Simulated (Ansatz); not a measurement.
The same path of CH$_{4}$BClSSi (9 atoms, charge 0, multiplicity 1) was run twice with different band settings. Lost on the way: B1–H6. Made: C2–H6.

Level of theory: Ansatz 0.2.0, UKS PBE/def2-SVP.

Relaxed end points:

```xyz
9
Properties=species:S:1:pos:R:3
B 1.649 0.595 -0.221
C 0.214 0.074 -0.417
S 0.580 0.133 -2.039
Si -1.375 -0.532 0.391
Cl -1.487 0.174 2.338
H 2.541 -0.202 0.014
H 1.833 1.792 -0.089
H -1.312 -2.032 0.401
H -2.556 -0.048 -0.394
```

```xyz
9
Properties=species:S:1:pos:R:3
B 1.411 0.994 -0.120
C 0.544 -0.223 -0.519
S 0.548 1.348 -1.608
Si -1.054 -0.668 0.365
Cl -1.635 0.953 1.545
H 1.047 -1.089 -0.998
H 2.208 1.465 0.648
H -0.805 -1.852 1.257
H -2.174 -0.974 -0.588
```

Common settings: movable images 7; climbing image yes; spring 5.0 eV/Å²; optimiser quadratic models (default); force threshold 0.05 eV/Å; iteration limit 60; end points relaxed.

| run | start path |
| --- | --- |
| 1 | through a guess of the saddle point |
| 2 | straight line |

Problem. What does each run give, and how far can it be trusted?

Solution. Run 1: converged after 14 iterations, highest image 1.018 eV above the first end. Neighbouring images differ by up to 1.3 eV, so the band resolves the path poorly. A vibrational analysis at the climbing image gives one clearly imaginary mode, 1040i cm⁻¹, and a faint second one (14i cm⁻¹) that may be numerical noise or a soft torsion: probably a first-order saddle point.
Run 2: converged after 36 iterations, highest image 0.951 eV above the first end. Neighbouring images differ by up to 2.0 eV, so the band resolves the path poorly. The order of the stationary point at the top wasn't checked.
The orbitals stay closed-shell, which can raise the energy where a bond breaks towards radicals; this wasn't checked here.
